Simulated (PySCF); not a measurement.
Bond length, frequency and bond energy of CsB by level of theory

State: ³Π (triplet), unpaired electrons σ ↑, π ↑. Set-up: PySCF, scalar-relativistic core potentials, basis sets Cs def2-SVPD with ECP46, B def2-SVPD. De refers to Cs + B in their high-spin ground configurations, without counterpoise correction. The functionals are run spin-unrestricted. A positive dipole means Cs(−)B(+).

| Level | Re (Å) | ωe (cm⁻¹) | De (eV) | μ (D) |
| --- | --- | --- | --- | --- |
| UHF | 3.255 | 243 | 0.374 | -11.52 |
| UHF-MP2 | 3.209 | 243 | 0.66 | n/a |
| UHF-SCS-MP2 | 3.213 | 244 | 0.56 | n/a |
| UHF-CCSD | 3.227 | 232 | 0.59 | n/a |
| UHF-CCSD(T) | 3.231 | 229 | 0.64 | n/a |
| PBE | 3.199 | 218 | 1.12 | -7.07 |
| r²SCAN | 3.198 | 229 | 1.16 | -8.23 |
| M06-L | 3.173 | 253 | 1.32 | -10.06 |
| B3LYP | 3.230 | 214 | 0.85 | -7.70 |
| PBE0 | 3.177 | 231 | 1.00 | -8.41 |
| B97-3 | 3.184 | 234 | 0.97 | -9.32 |

The bond length runs from 3.173 Å (M06-L) to 3.255 Å (UHF). De spans 0.37 eV (UHF, mean field) to 1.32 eV (M06-L, meta-GGA). Correlation at CCSD(T) changes the Hartree–Fock bond energy by +0.27 eV; the triples alone change it by +0.05 eV.

Correlated steps freeze 1 core orbital. Correlated levels converge slowly with the basis: in double zeta they bind strong bonds too weakly, by up to about 1 eV, and carry superposition errors of some tenths. These are scalar-relativistic numbers at best; spin–orbit coupling would shift them, the dissociation energy most. The state was picked by a PBE0 search and need not be the measured ground state.

The whole job (state search and all levels along the bond) took about 1.6 min on 1 thread of AMD EPYC 7R13 (shared host), peak memory 0.62 GiB.
